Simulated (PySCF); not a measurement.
## C₆ coefficients of unlike pairs at UHF

Calculated with PySCF 2.14 from the dipole response of each species, C₆(A,B) = (3/π) ∫ α_A(iu) α_B(iu) du, in atomic units, from isotropic polarisabilities. For ions this is the dispersion term alone; charge-induced terms of lower order in 1/R come first.

```tsv
species	configuration	basis	relativity	α (bohr³)	C₆ (like pair)
Br	[Ar] 3d10 4s2 4p5 (2P)	def2-TZVPPD (7s6p5d1f)	none	20.30	161.4
Xe³⁺	[Kr] 4d10 5s2 5p3 (4S)	aug-cc-pVTZ-DK3 (8s7p5d2f)	spin-free X2C	9.725	55.20
Cd²⁺	[Kr] 4d10 (1S)	x2c-QZVPPall with one added diffuse shell each of s, p, d, f, g type (14s9p8d5f3g)	spin-free X2C	4.946	24.83
S²⁺	[Ne] 3s2 3p2 (3P)	aug-cc-pV(D+d)Z (5s4p3d)	none	7.557	27.72
```

Q: Estimate C₆ for S²⁺ with Cd²⁺.

A: The integral gives 24.38. The combination rule 2 C_A C_B / (C_A α_B/α_A + C_B α_A/α_B) gives 24.55 and the geometric mean 26.24.

No spin-orbit coupling is included.

The other pairs:

| pair | C₆ |
| --- | --- |
| Cd²⁺, Xe³⁺ | 35.58 |
| S²⁺, Br | 66.60 |
| S²⁺, Xe³⁺ | 38.92 |
| Cd²⁺, Br | 56.86 |
| Xe³⁺, Br | 92.74 |
